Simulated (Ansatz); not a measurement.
`[CH3][GeH2][AlH][Cl]` + CH₃NH₂ → `C[NH][AlH][Cl]` + `[CH3][GeH3]`  (cleavage of the Al–Ge bond)

Calculated with Ansatz (gas phase, PBE0-D4/def2-TZVP geometries, no zero-point term in ΔE). CCSD(T)/CBS is the MP2 limit (def2-TZVPP, def2-QZVPP) plus CCSD(T) − MP2 in def2-TZVPP, frozen cores. DFT in def2-TZVPP. B3LYP here is the variant with VWN-RPA as its local correlation; programs differ in this. For Ge outer-core shells are correlated without core-valence functions, which leaves a few kJ/mol of doubt a bond. Scalar relativity is left out up to krypton. Each species was taken in one conformer, which may not be the lowest.

```
             level  ΔE (kJ/mol)
         r2SCAN-D4        -74.5
          B3LYP-D4        -74.6
           ωB97M-V        -76.4
            r2SCAN        -74.5
              PBE0        -63.3
             B3LYP        -73.8
     HF/def2-TZVPP        -80.8
SCS-MP2/def2-TZVPP        -81.6
```

**Question.** What does CCSD(T)/CBS give? (An estimate is asked.)

**Answer.** The calculation gave: -73.2 kJ/mol. The listed levels differ from it by -1.3, -1.4, -3.2, -1.3, 9.9, -0.6, -7.6, -8.4 kJ/mol.

Largest T1 diagnostic among the species: 0.011.
